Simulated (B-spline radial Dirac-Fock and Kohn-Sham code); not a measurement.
K-line shifts caused by a second vacancy in Yb³⁺

System: the Yb³⁺ ion, configuration 1s2 2s2 2p6 3s2 3p6 3d10 4s2 4p6 4d10 4f11 5s2 5p6 6s2 (not the ground configuration).

The run's input, task.json:

```json
{"items": [{
  "Z": 70,
  "q": 3,
  "cfg": [[1, 0, 2], [2, 0, 2], [2, 1, 6], [3, 0, 2], [3, 1, 6], [3, 2, 10], [4, 0, 2], [4, 1, 6], [4, 2, 10], [4, 3, 11], [5, 0, 2], [5, 1, 6], [6, 0, 2]],
  "A": 174,
  "rrms": 5.3108,
  "do": ["binding", "quiet", "double"]
}]}
```

Run with: `python xray_run.py task.json out`

The computed values come from a radial finite-basis atomic code: Dirac-Fock (average of configuration) total-energy differences with a finite nucleus, the Breit interaction including its frequency dependence, and self-energy and vacuum-polarisation corrections. Each two-hole energy is an average over J within one jj subconfiguration, not an observable level; in light atoms, where LS coupling holds, the j-resolved values are not observed lines, and for a K spectator the Kα1 hypersatellite is nearly forbidden. Electron correlation is not included.

Lines without a spectator: Kα2 (K-L2) 51347.5 eV, Kα1 (K-L3) 52382.4 eV, Kβ3 (K-M2) 59145.1 eV, Kβ1 (K-M3) 59367.8 eV. Shifts in eV with one spectator hole (a dash: not computed, or left out as unreliable):

```tsv
spectator hole	Kα2	Kα1	Kβ3	Kβ1
K (1s)	+903.7	+964.1	+1167.5	+1181.4
L2 (2p1/2)	+112.6	+149.8	–	+290.9
L3 (2p3/2)	+89.5	+96.4	+226.3	–
M2 (3p1/2)	–	+22.83	+45.3	+53.8
M3 (3p3/2)	+13.18	–	+39.9	+40.1
M4 (3d3/2)	+4.30	+0.88	–	–
M5 (3d5/2)	-0.77	+2.88	–	–
```
